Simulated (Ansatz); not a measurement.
Computed with Ansatz.

A structure relaxed at PBE0-D4/def2-TZVP, charge 0, multiplicity 1:

Cartesian coordinates in Å:
```
O 0.150 0.658 -1.336
Hf -0.044 -0.228 0.309
Cl -2.114 -1.303 0.358
Cl 1.660 -1.806 0.533
I 0.104 1.586 2.315
H 0.244 1.093 -2.179
```

Q: Give its formula and SMILES.

A: Cl2HHfIO, `[OH][Hf]([Cl])([Cl])[I]`.

Q: Point group (tolerance 0.08 Å, 0.16 Å for H)?

A: Cs.

Q: Summarise the bond lengths by kind.

A: 1 × Hf–O 1.879 Å; 1 × H–O 0.953 Å; 2 × Cl–Hf 2.333 Å; 1 × Hf–I 2.709 Å.
